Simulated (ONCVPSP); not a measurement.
Before and after: ONCV potential for tin (Sn)

ONCVPSP 4.0.1 input, shortened (lines: element, Z, core and valence counts, functional; n l f; lmax; l rc ep ncon nbas qcut; lloc lpopt rc5 dvloc0; l nproj debl; icmod fcfact rcfact), PBE, fully relativistic:

```
  Sn 50.00    6    5        4      upf
    1    0    2.00
    2    0    2.00
    2    1    6.00
    3    0    2.00
    3    1    6.00
    3    2   10.00
    4    0    2.00
    4    1    6.00
    4    2   10.00
    5    0    2.00
    5    1    2.00
    2
    0    1.30    0.00    4    9    7.30
    1    1.30    0.00    4    7   13.00
    2    1.45    0.00    3    8    8.50
    4    5    1.15    0.00
    0    2    3.00
    1    2    2.50
    2    2    0.50
    3    2.50    1.35
```

Open shells are filled in proportion to 2j + 1.

In the d channel the program set the typed energies aside and used -0.934, 0.250 Ha (j = l + 1/2; the other j can differ).

Change: d: ncon 5, nbas 10.

Cutoffs: the cutoffs (Ha) at which the residual kinetic energy of the hardest occupied pseudo-wave falls to 1 and 0.1 mHa per electron; they do not see the model core or the augmentation charge, which bear on the density cutoff. Errors are all-electron minus pseudo energies relative to the spin-unpolarised reference configuration.

Task: What does the change do?

Result: The potential gets neither clearly harder nor softer (49 Ha and 114 Ha → 49 Ha and 114 Ha); of the 4 tests that both files solve, the error grows in 0 and shrinks in 2 by more than 15 % and 0.3 meV (median size 1.3 → 1.1 meV); the range in which the d5/2 phases agree widens (upper end 3.8 → at the end of the scan); neither file shows a bound ghost.

| quantity | base | changed |
| --- | --- | --- |
| cutoff, loose | 49 Ha | 49 Ha |
| cutoff, tight | 114 Ha | 114 Ha |
| loose cutoff by channel | s 25 Ha, p 49 Ha, d 32 Ha | s 25 Ha, p 49 Ha, d 35 Ha |
| bound ghosts | none | none |
| GHOST(+) flags under 300 eV | none | none |
| error for 4s2 4p6 4d10 5s2 5p1, meV [ΔE 6.89 eV] | +0.4 | +0.4 |
| error for 4s2 4p6 4d10 5s2 5p0, meV [ΔE 20.86 eV] | +1.1 | +1.2 |
| error for 4s2 4p6 4d10 5s1 5p0, meV [ΔE 51.83 eV] | -1.5 | -1.1 |
| error for 4s2 4p6 4d9 5s2 5p2, meV [ΔE 32.67 eV] | +24 | +13 |
| s: phases at 1.32 bohr within 0.05 rad from the reference energy up to (Ha; the scan ends near 5) | to the end of the scan | to the end of the scan |
| p3/2: phases at 1.32 bohr within 0.05 rad from the reference energy up to (Ha; the scan ends near 5) | to the end of the scan | to the end of the scan |
| p1/2: phases at 1.32 bohr within 0.05 rad from the reference energy up to (Ha; the scan ends near 5) | to the end of the scan | to the end of the scan |
| d5/2: phases at 1.47 bohr within 0.05 rad from the reference energy up to (Ha; the scan ends near 5) | 3.8 | to the end of the scan |
| d3/2: phases at 1.47 bohr within 0.05 rad from the reference energy up to (Ha; the scan ends near 5) | to the end of the scan | to the end of the scan |
| rms error of d²Exc/dni dnj with the model core, mHa | 4.33 | 4.32 |
